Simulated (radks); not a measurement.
Problem. The mean radii <r> (bohr) of the occupied orbitals of an atom or ion are listed with their occupations. Calculated with a radial shooting solver on a logarithmic mesh with Libxc functionals: Dirac Kohn-Sham, PW91, spin-unpolarised, spherical densities, finite nucleus; Fermi nuclear charge, rms radius of each element as measured or else 0.836 A^(1/3) + 0.57 fm.

orbital      occ.      <r>
1s1/2           2  0.02781
2s1/2           2   0.1194
2p1/2           2   0.1008
2p3/2           4   0.1064
3s1/2           2   0.3218
3p1/2           2   0.3122
3p3/2           4   0.3236
3d3/2           4   0.2946
3d5/2           6   0.2983
4s1/2           2   0.7642
4p1/2           2   0.8007
4p3/2           4   0.8292
4d3/2           4   0.9578
4d5/2           6   0.9694
5s1/2           2    1.919
5p1/2    0.333333    2.181
5p3/2    0.666667    2.252

Name the element and its charge. Open shells, if any, are shared by 2j + 1.

Solution. Z = 52, tellurium, charge +3: Te3+ in [Kr] 4d10 5s2 5p1. The 1s radius gives Z: for a bare nucleus <r> = (2 gamma + 1)/(2Z) with gamma = sqrt(1 - (Z/c)^2), 0.02741 bohr for Z = 52, and screening makes it slightly larger (0.02781 here). The occupations add up to 49, and the charge is Z minus that.
